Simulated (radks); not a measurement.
Results of a calculation; reference values are marked as such.
Valence configurations of La+ (all share [Xe]). Code: a radial shooting solver on a logarithmic mesh with Libxc functionals. Model: non-relativistic Kohn-Sham, PBE, spin-polarised, spherical densities, point nucleus; open shells are filled with parallel spins first (spin-orbit coupling, left out, can overturn this in heavy ions); relativity is left out, which matters for an element this heavy. Energies are relative to 5d2; eigenvalues in eV for spin up.

valence,E (eV),moment (Bohr magnetons),e(4f),e(5d),e(6p),e(6s)
4f1 5d1,-1.155,2,-5.920,-6.591,-,-
4f0.5 5d1.5,-1.059,2,-8.344,-7.235,-,-
4f0.5 5d0.5 6s1,-0.611,2,-10.667,-8.723,-,-8.082
5d2,0.000,2,-,-7.894,-,-
5d1.5 6s0.5,0.382,2,-,-8.678,-,-7.790
5d1 6s1,0.883,2,-,-9.466,-,-8.354
5d0.5 6s1.5,1.882,1,-,-10.132,-,-8.692
5d1 6p1,3.522,2,-,-10.121,-6.163,-

NIST lists [Xe] 5d2 as the ground configuration; this level of theory puts 4f1 5d1 lower, by 1.155 eV. The energies are those of spherical high-spin densities, not of single terms. Relativity is left out, which favours d and f over s occupation in heavy atoms.
